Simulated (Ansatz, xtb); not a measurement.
## Relative energy of two isomers of C4H6ClFSi

Structure I: `CC#C[Si@](C)(F)Cl`, a singlet. Structure II: `F[Si@@H]1CC=C(Cl)C1`, a singlet. Both are isolated molecules in the gas phase, relaxed with PBE0-D3(BJ)/def2-SVP; the shapes shown needn't be the lowest conformers.

I (Å):

```xyz
13

C    -1.9720    0.4370    1.3391
C    -1.4277    0.0212    0.0622
C    -0.9717   -0.3367   -1.0100
C     0.7360    0.4920   -3.4057
Cl    0.8602   -2.5319   -2.3479
F    -1.4928   -1.2390   -3.5945
Si   -0.2740   -0.8311   -2.6056
H    -3.0506    0.2224    1.3915
H    -1.8309    1.5176    1.4955
H    -1.4782   -0.0957    2.1665
H     0.1179    1.3861   -3.5797
H     1.1349    0.1445   -4.3703
H     1.5802    0.7723   -2.7584
```

II (Å):

```xyz
13

C     0.0351   -1.0123   -1.1823
C     0.0992   -0.5898    0.2608
C     0.0519    0.7231    0.5378
C    -0.0654    1.7353   -0.5638
Cl    0.1304    1.3176    2.1658
F    -1.7942    0.6974   -2.6346
Si   -0.2659    0.6215   -2.0714
H     0.6219    0.9247   -3.2259
H    -0.7787   -1.7353   -1.3661
H     0.9673   -1.5101   -1.5033
H     0.1862   -1.3268    1.0642
H    -0.9322    2.3998   -0.4094
H     0.8270    2.3829   -0.6063
```

**Question.** Which of the two would you expect CCSD(T)/def2-SVP + ΔMP2/def2-TZVPP electronic energies to favour?

**Answer.** Structure I; the calculation gives E(II) − E(I) = +96.3 kJ/mol.

Level by level:

```
                             level              geometry  E(II) − E(I) (kJ/mol)  departure from the last row (kJ/mol)  job, with rough time for the two
                          GFN2-xTB              GFN2-xTB                   −10.8                                −107.1              optimisation, 0.24 s
                         HF/STO-3G              GFN2-xTB                   +40.5                                 −55.9              single point, 0.62 s
                r2SCAN-D4/def2-SVP              GFN2-xTB                   +75.9                                 −20.5               single point, 3.9 s
              PBE0-D3(BJ)/def2-SVP  PBE0-D3(BJ)/def2-SVP                   +60.0                                 −36.3                optimisation, 58 s
                       HF/def2-SVP  PBE0-D3(BJ)/def2-SVP                  +119.8                                 +23.5           part of the CCSD(T) run
                      MP2/def2-SVP  PBE0-D3(BJ)/def2-SVP                   +93.7                                  −2.7           part of the CCSD(T) run
                  CCSD(T)/def2-SVP  PBE0-D3(BJ)/def2-SVP                   +85.0                                 −11.4                      single point
CCSD(T)/def2-SVP + ΔMP2/def2-TZVPP  PBE0-D3(BJ)/def2-SVP                   +96.3                                                      single point, 52 s
```

As drawn, II has 1 C–C, 1 C=C, 1 C–Cl, 1 Si–H in place of 1 C≡C, 1 Cl–Si, 1 C–H. Structure I has no ring, II a 5-membered ring.

GFN2-xTB puts the two in the other order. The largest departure from CCSD(T)/def2-SVP + ΔMP2/def2-TZVPP is that of GFN2-xTB, 107.1 kJ/mol. The last row adds to CCSD(T) the change of the MP2 difference between the two basis sets, here +11.4 kJ/mol.

With thermal terms from frequencies at re-optimised GFN2-xTB minima (ideal gas, soft modes damped towards free rotors, one conformer each, 298.15 K, 1 atm): on the last row, ΔE + ΔZPE = +98.1, ΔH = +91.1, ΔG = +109.1 kJ/mol.

The correlated steps freeze 15 core orbitals. Programs: Ansatz 0.2.0, xtb 6.7.1; the last row on 4 threads of Intel(R) Xeon(R) Platinum 8175M CPU @ 2.50GHz (Skylake/Cascade Lake) on a shared host.
